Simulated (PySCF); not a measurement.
Compound: CH9BSi2.
SMILES with atom numbers: `[BH2:1][SiH2:2][CH2:3][SiH3:4]` (hydrogens: H5, H6 on B1; H7, H8 on Si2; H9, H10 on C3; H11, H12, H13 on Si4)

Theory: PySCF, PBE0-D3(BJ)/def2-SVP geometry optimisation, gas phase.

**Question.** What internal coordinates does the optimisation give?

**Answer.** 
| bond | length (pm) | order |
| --- | --- | --- |
| B1–Si2 | 201.4 | single |
| Si2–C3 | 188.9 | single |
| C3–Si4 | 188.0 | single |
| B1–H5, B1–H6 | 120.9 | single |
| Si2–H7, Si2–H8 | 150.3 | single |
| C3–H9, C3–H10 | 110.3 | single |
| Si4–H11, Si4–H12, Si4–H13 | 149.6 | single |

Bonds in one row agree within 1 pm and their mean is given. Orders are formal, as drawn. A selection of angles:
| angle | degrees |
| --- | --- |
| Si2–B1–H5 | 122.1 |
| Si2–B1–H6 | 120.4 |
| H5–B1–H6 | 117.3 |
| B1–Si2–C3 | 114.3 |
| B1–Si2–H7 | 105.3 |
| B1–Si2–H8 | 111.0 |
| C3–Si2–H7 | 110.1 |
| H7–Si2–H8 | 106.4 |
| Si2–C3–Si4 | 113.7 |
| Si2–C3–H9 | 108.4 |
| Si2–C3–H10 | 109.8 |
| Si4–C3–H9 | 108.7 |
| H9–C3–H10 | 107.2 |
| C3–Si4–H11 | 110.3 |
| C3–Si4–H12 | 111.7 |
| H11–Si4–H12 | 108.5 |
| H11–Si4–H13 | 108.0 |

Dihedral angles: B1–Si2–C3–Si4 -66° (synclinal). The mirror-image conformer, all signs reversed, is as good.

B1 (three-coordinate boron) is planar (angles 122.1°, 120.4° and 117.3°, sum 359.9°, 0.02 Å off the plane of its three neighbours). Si2 (SiH2 silicon) is distorted tetrahedral (angles from 105.3° to 114.3°). Si4 (SiH3 silicon) is tetrahedral (angles from 108.0° to 111.7°).

Point group: C1 (no symmetry element, even within 0.4 Å). Stationary, but not proved a minimum. One conformer, not necessarily the lowest (H–B1–Si2–C3 -16° and 167°, B1–Si2–C3–Si4 -66°).
